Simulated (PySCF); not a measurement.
In(H)(OH)2(SH2), H5InO2S, singlet, B3LYP/def2-SVP optimised geometry.

```
9

In    -1.06    -0.78     0.00
H     -1.84    -1.69     1.23
O     -0.77    -1.33    -1.93
H     -1.15    -2.19    -2.16
O     -0.70     1.22     0.00
H     -1.10     1.69     0.75
S      1.84    -0.78     0.00
H      1.46    -1.04    -1.28
H      1.41     0.51    -0.07
```

Density from B3LYP/def2-TZVP, def2 effective core potentials past Kr (PySCF) at that geometry. The core electrons that the potentials of In replace are not part of the density.

Minimum of the electron density along straight lines between bonded atoms, close to the bond critical point (lines longer than 1.1 times the sum of covalent radii, or with two minima, are not listed):

| bond | length / Å | ρ at the minimum / e bohr⁻³ | ∇²ρ there / e bohr⁻⁵ | position (fraction from the first atom) |
|---|---|---|---|---|
| In1–H2 | 1.720 | 0.105 | 0.11 | 0.64 |
| In1–O3 | 2.030 | 0.103 | 0.43 | 0.52 |
| O3–H4 | 0.967 | 0.354 | -2.28 | 0.79 |
| In1–O5 | 2.034 | 0.102 | 0.43 | 0.52 |
| O5–H6 | 0.967 | 0.354 | -2.28 | 0.79 |
| S7–H8 | 1.361 | 0.211 | -0.60 | 0.66 |
| S7–H9 | 1.364 | 0.211 | -0.59 | 0.67 |
